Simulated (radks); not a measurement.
Polarisability of the bismuth ion Bi2+, [Hg] 6p1, at imaginary frequency. Calculated with a radial shooting solver on a logarithmic mesh with Libxc functionals: non-relativistic Kohn-Sham, LDA (Slater exchange, Perdew-Wang correlation), spin-unpolarised, spherical densities, point nucleus; relativity is left out, which matters for an element this heavy. Response by self-consistent Sternheimer equations with the Hartree and adiabatic LDA kernel.

| w (hartree) | alpha1(iw) (bohr^3) |
|---|---|
| 0.00266 | 19.84 |
| 0.0143 | 19.82 |
| 0.0360 | 19.69 |
| 0.0697 | 19.30 |
| 0.118 | 18.38 |
| 0.186 | 16.64 |
| 0.280 | 13.99 |
| 0.413 | 10.81 |
| 0.605 | 7.745 |
| 0.892 | 5.284 |
| 1.35 | 3.462 |
| 2.12 | 2.099 |
| 3.59 | 1.074 |
| 6.94 | 0.4097 |
| 17.5 | 0.1001 |

Static values: alpha1 = 19.84 bohr^3 (2.940 angstrom^3; uncoupled 37.13). C6 = 148.1, triple-dipole C9 = 2008 atomic units. One-pole (London) frequency 4 C6 / (3 alpha1^2) = 0.502 hartree, against 0.711 for minus the highest occupied eigenvalue. The dipole shielding factor is 0.976, as the force sum rule N/Z = 0.976 demands.
